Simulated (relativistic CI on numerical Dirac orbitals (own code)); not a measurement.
## What each ingredient does to the levels of Bi⁹⁺

Base calculation: Dirac-Coulomb-Breit CI, orbitals from a KLI potential per configuration, model QED, unscaled Slater integrals.

Configuration list (outside the closed core [Kr] 4d10 4f14 5s2): 5p6 5d6, 5p6 5d5 6s, 5p6 5d5 5f, 5p5 5d7, 5p6 5d5 6p, 5p6 5d5 5g, 5p6 5d4 6s 6p, 5p6 5d5 6d, 5p6 5d5 7p, 5p6 5d4 6s2, 5p6 5d3 5f 6s2, 5p6 5d3 6s2 6p, 5p6 5d3 5g 6s2, 5p6 5d3 6s2 6d. Double excitations out of closed p, d and f shells are left out; levels of such configurations are missing from the list, as are those of other unlisted configurations, and high levels can miss mixing partners.

Variants: (1) QED terms removed; (2) only the first 3 configurations. Shifts of the energy above 5p6 5d6 5D_4, in cm⁻¹, for the lowest level and the first level of each name with at least 55 % of one term (blank where a level changes its place among those of its configuration and J or its character, or is not in the variant):

| Level | Base | Δ(1) | Δ(2) |
| --- | --- | --- | --- |
| 5p6 5d6 5D_4 | 0 | 0 | 0 |
| 5p6 5d6 5D_3 | 18905 | -64 | +53 |
| 5p6 5d6 5D_0 | 21936 | -35 | +52 |
| 5p6 5d6 5D_1 | 24573 | -67 | +43 |
| 5p6 5d6 3H_6 | 38602 | -53 | +72 |
| 5p6 5d6 3D_1 | 58977 | -74 | +402 |
| 5p6 5d6 3P_0 | 65021 | -39 | +645 |
| 5p6 5d6 3D_3 | 66136 | -89 | +416 |
| 5p6 5d6 1F_3 | 70801 | -90 | +247 |
| 5p6 5d6 1I_6 | 72671 | -121 | +126 |
| 5p6 5d6 3P_1 | 81719 | -129 | +330 |
| 5p6 5d6 1G_4 | 84364 | -122 | +358 |
| 5p6 5d5 6s 7S_3 | 270167 | -945 | -403 |
| 5p6 5d5 6s 5G_6 | 316538 | -967 | -188 |
| 5p6 5d5 6s 5G_5 | 318245 | -971 | -157 |
| 5p6 5d5 6s 5D_0 | 331079 | -989 | +177 |
| 5p6 5d5 6s 3I_6 | 343944 | -1012 | -120 |

At this charge energies of transitions that change n are usually good to better than 1 %, and those within a shell (Δn = 0) to a few per cent. Terms inside the open d or f shell come out 10 to 20 % too wide with unscaled integrals. Levels and lines within the n = 5 or 6 shells can be off by up to 10 % or somewhat more, and those that change n by about 2 %, since core polarisation is missing.

Ionisation energy from the two ground configurations alone: base 161.445 eV. The NIST ASD value (theoretical) is 161.1 eV.

LS names give the leading component of a level, which can be under half, so a name can repeat, a term be missing and a line seem to break the LS rules.
